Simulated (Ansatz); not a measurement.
**From SiF4 to SiCl4: predicting a member**

On one Si centre, n of the F ligands are replaced by Cl. The HOMO–LUMO gap y in eV at wB97M-V/def2-TZVPP. Shapes, held fixed at every level: PBE0-D4/def2-TZVP. Programs: Ansatz 0.2.0.

```
molecule  n  y (eV)
    SiF4  0   17.62
 SiCl2F2  2       ?
  SiCl3F  3   13.70
   SiCl4  4   13.31
```

Q: Fit y = c + s·n to the known rows and predict SiCl2F2.

A: 
1. Means of the 3 rows: n = 2.33333, y = 14.877.
2. Σ(Δn)² = 8.6667, Σ(Δn·Δy) = -9.7967, so the slope is -9.7967/8.6667 = -1.1304.
3. Intercept: 14.877 − (-1.1304) × 2.33333 = 17.515. The largest residual of the fit is 0.42.
4. SiCl2F2: 17.515 + (-1.1304) × 2 = 15.25 eV.

The run gave 14.34 eV, so the prediction is off by +0.91 eV, more than the scatter of the fit. The step per swap changes from -1.64 to -0.39 eV along the series, so a line misses the bend. Other levels give for SiCl2F2: r2SCAN-D4/def2-TZVPP 8.39; PBE0-D4/def2-TZVPP 10.04 eV. Orbital gaps aren't excitation energies, and the LUMO depends on the basis.
